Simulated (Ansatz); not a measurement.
Consider the homolysis of the C–O bond: `FC(F)(F)O[SiH](Cl)Cl` → `F[C](F)F`• + `[O][SiH](Cl)Cl`•.

Computed with Ansatz on PBE0-D4/def2-TZVP structures; ΔE is electronic, products minus reactants. CCSD(T)/CBS is the MP2 limit (def2-TZVPP, def2-QZVPP) plus CCSD(T) − MP2 in def2-TZVPP, frozen cores. Functionals use def2-TZVPP. B3LYP here is the variant with VWN-RPA as its local correlation; programs differ in this. No spin–orbit coupling; open shells (•) take unrestricted orbitals. One conformer a species, not always the lowest.

| level | ΔE (kJ/mol) |
| --- | --- |
| r2SCAN-D4 | 464.6 |
| PBE0-D4 | 477.3 |
| r2SCAN | 461.5 |
| B3LYP | 448.4 |
| CCSD/def2-TZVPP | 480.5 |
| HF/def2-QZVPP | 344.0 |
| MP2/def2-QZVPP | 533.0 |
| HF/CBS(def2) | 343.9 |

(1) What does CCSD(T)/CBS give? (Estimate.)

Largest T1 diagnostic among the species: 0.014.

## Answers

(1) Ansatz gave: +503.8 kJ/mol. The listed levels differ from it by -39.2, -26.5, -42.3, -55.4, -23.3, -159.8, 29.2, -159.9 kJ/mol.

In def2-TZVPP, CCSD(T) changes the Hartree–Fock value by +146.8 kJ/mol (the triples alone add +11.1 kJ/mol) and MP2 by +181.5 kJ/mol; breaking electron pairs costs correlation energy, which Hartree–Fock lacks. From PBE to PBE0 (25 % exact exchange), in def2-TZVPP and without D4, ΔE moves by +9.0 kJ/mol.
